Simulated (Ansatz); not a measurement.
The Sn1–H2 bond of H2Sn (SMILES [SnH2]) is stretched (multiplicity 1, the rest rigid).
Geometry at rest (charge 0, multiplicity 1):
```json
[
 {"atom": "Sn", "x (Å)": "0.0066", "y (Å)": "-0.0006", "z (Å)": "0.0477"},
 {"atom": "H", "x (Å)": "-0.1750", "y (Å)": "-1.2509", "z (Å)": "-1.2068"},
 {"atom": "H", "x (Å)": "-0.1544", "y (Å)": "1.2789", "z (Å)": "-1.1799"}
]
```

Cores are frozen in the correlated methods. Filled d and f shells under p-block atoms count as core.

The values were computed with Ansatz (Gaussian basis) for Hartree–Fock, density functionals and correlated methods. Each number belongs to the level named beside it. In def2 rows elements past Kr take small-core potentials, without spin–orbit coupling.

FIC-MRCISD+Q on CASSCF(2,2)/def2-TZVPP, total energies (hartree):

```json
[
 {"R (Å)": "1.780", "CASSCF": "-214.491570", "MRCISD": "-214.590804", "weight c² of the reference": "0.92912"},
 {"R (Å)": "3.116", "CASSCF": "-214.420230", "MRCISD": "-214.510332", "weight c² of the reference": "0.92970"},
 {"R (Å)": "5.697", "CASSCF": "-214.399879", "MRCISD": "-214.487371", "weight c² of the reference": "0.93029"}
]
```

Q: Add the Davidson correction (E_MRCISD − E_CASSCF)(1 − c²)/c² and give the energies above the first point at the three levels.

A: 
Corrections (hartree): -0.007571, -0.006813, -0.006556. Above the first point (kcal/mol):
- R = 3.116 Å: CASSCF 44.8, MRCISD 50.5, with the correction 51.0
- R = 5.697 Å: CASSCF 57.5, MRCISD 64.9, with the correction 65.5

Ansatz is a first-principles code.
